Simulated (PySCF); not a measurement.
# Electron correlation in Er⁵³⁺ (erbium, charge +53)

[Ne] 3s2 3p3, high-spin 4S determinant. Calculation: PySCF 2.14, in an even-tempered Gaussian basis (17 s from 13 bohr⁻², ratio 2.5; 12 p from 17 bohr⁻², ratio 2.5; 4 d from 67 bohr⁻², ratio 2.7; 4 f from 100 bohr⁻², ratio 2.7); scalar relativity by spin-free X2C-1e. Frozen: 1s2; 13 electrons correlated; the 20 highest virtual orbitals of each spin left out.

```json
{"level": "CCSD", "correlation energy (mhartree)": "-554.17"}
{"level": "(T)", "correlation energy (mhartree)": "-0.55"}
{"level": "CCSD(T)", "correlation energy (mhartree)": "-554.72"}
```

Diagnostics: T1 = 0.00016, D1 = 0.0005, largest double amplitude 0.017.

Spin-orbit coupling is strong in this species (close to jj coupling), so the high-spin LS determinant is a model state, not a physical level.

Cost of the coupled-cluster step: about 18 core-seconds, for 13 correlated electrons.

At this charge the one-electron X2C treatment keeps the bare 1/r₁₂, with no two-electron picture change or Breit term. The effect here is smaller than on the frozen 1s shell; and a scalar Hamiltonian misses the large spin-orbit splitting of the p shells, which matters for ns² → np² pairs.

Spin-orbit coupling is strong in this species, so the high-spin LS determinant is a model state.
